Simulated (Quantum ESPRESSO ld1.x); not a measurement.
Values are calculated unless marked as measured or tabulated.
Task: These are the eigenvalues of the occupied orbitals of an atom or ion with whole-number occupations (hartree). Level of theory: scalar-relativistic Kohn-Sham, exchange-only LDA, spin-polarised, spherical densities, point nucleus (ld1.x of Quantum ESPRESSO 7.5).

| orbital | eigenvalue |
|---|---|
| 1s up | -2339.61 |
| 1s down | -2339.60 |
| 2s up | -470.106 |
| 2s down | -469.620 |
| 2p up | -425.336 |
| 2p down | -424.943 |
| 3s up | -167.312 |
| 3s down | -166.781 |
| 3p up | -153.795 |
| 3p down | -153.259 |
| 3d up | -138.689 |
| 3d down | -138.038 |

Which element is it, and in what charge state? The configuration may be excited. Open shells, if any, are filled with parallel spins first.

Result: Z = 70, ytterbium, charge +45: Yb45+ in [Ar] 3d7. The list shows which subshells hold electrons but not how many an open one holds; the 1s level, -2339.6 hartree, gives Z - s = 68.4 by -(Z - s)^2/2, which with screening and relativity narrows Z to a few neighbours, and the depths of the outer levels then fix element, charge and occupations together.
